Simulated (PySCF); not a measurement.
# Electron correlation in Rh (rhodium, neutral)

Starting occupation: [Kr] 4d8 5s1, 4d3/2 with m_j = -3/2, -1/2, +1/2, +3/2, 4d5/2 with m_j = -1/2, +1/2, +3/2, +5/2, 5s1/2 with m_j = +1/2. All numbers are calculated (PySCF 2.14, X2C-1e with screened-nucleus spin-orbit coupling, Gaussian nucleus, in x2c-QZVPPall-2c). Frozen: [Ar] 3d10; 17 electrons correlated; the 34 highest virtual spinors left out.

MP2 pair energies summed by pair of shells (mhartree):

| pair | energy | share (%) |
| --- | --- | --- |
| 4d-4d | -230.97 | 37.6 |
| 4d-4p | -202.01 | 32.9 |
| 4p-4p | -65.82 | 10.7 |
| 4d-5s | -34.97 | 5.7 |
| 4d-4s | -34.40 | 5.6 |
| 4p-4s | -33.51 | 5.5 |
| 4p-5s | -6.80 | 1.1 |
| 4s-4s | -5.28 | 0.9 |
| 4s-5s | -0.56 | 0.1 |

Total MP2 correlation energy: -614.32 mhartree.

The GHF reference relaxed away from the jj start to a determinant that is no pure jj level (⟨S²⟩ = 3.75, ⟨J²⟩ = 24.76); the energies belong to that determinant.

This basis was not built for core-valence correlation, so the inner-shell part is incomplete.
